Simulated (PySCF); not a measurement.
Excitations are Tamm–Dancoff values on a coarser integration grid. The basis has no diffuse functions, so Rydberg states are missing or too high.

Z-matrix (Å, degrees):
```
In
C 1 2.2130
H 2 1.1118 1 106.60
H 2 1.1124 3 105.26 1 112.47
C 2 1.5303 3 111.48 4 120.80
H 5 1.1103 2 112.10 3 -178.98
H 5 1.1103 6 106.45 2 122.88
H 5 1.1131 6 106.73 7 113.66
C 1 2.2132 2 120.00 3 -128.97
H 9 1.1119 1 106.53 2 52.46
H 9 1.1123 10 105.26 1 112.52
C 9 1.5303 10 111.46 11 120.82
H 12 1.1103 9 112.10 10 -178.89
H 12 1.1103 13 106.46 9 122.89
H 12 1.1131 13 106.73 14 113.66
C 1 2.2133 2 119.81 3 51.38
H 16 1.1117 1 106.77 2 -131.10
H 16 1.1124 17 105.28 1 112.52
C 16 1.5304 17 111.51 18 120.80
H 19 1.1103 16 112.10 17 -179.08
H 19 1.1103 20 106.45 16 122.89
H 19 1.1131 20 106.74 21 113.64
```
Charge 0, multiplicity 1.

**Question.** Predict the total energy, LUMO and T1 excitation (TDA) from PBE-D3(BJ)/def2-TZVP // PBE-D3(BJ)/def2-SVP (PySCF 2.14.0).

**Answer.** 
The total energy is -427.5290 Ha and the LUMO is -1.66 eV. The T1 excitation (TDA) is 3.52 eV.
